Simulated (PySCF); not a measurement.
## Electron correlation in Cl (chlorine, neutral)

[Ne] 3s2 3p5, 2P determinant. Computed with PySCF 2.14 in x2c-QZVPPall with one added diffuse shell each of s, p, d, f type (10s7p5d3f1g, 86 functions), with the spin-free X2C one-electron Hamiltonian (Gaussian nucleus). Frozen: [Ne]; 7 electrons correlated.

| level | correlation energy (mhartree) |
| --- | --- |
| CCSD | -198.79 |
| (T) | -7.38 |
| CCSD(T) | -206.17 |

Diagnostics: T1 = 0.0077, D1 = 0.0245, largest double amplitude 0.040.

Cost of the coupled-cluster step: roughly 19 core-seconds, for 7 correlated electrons.
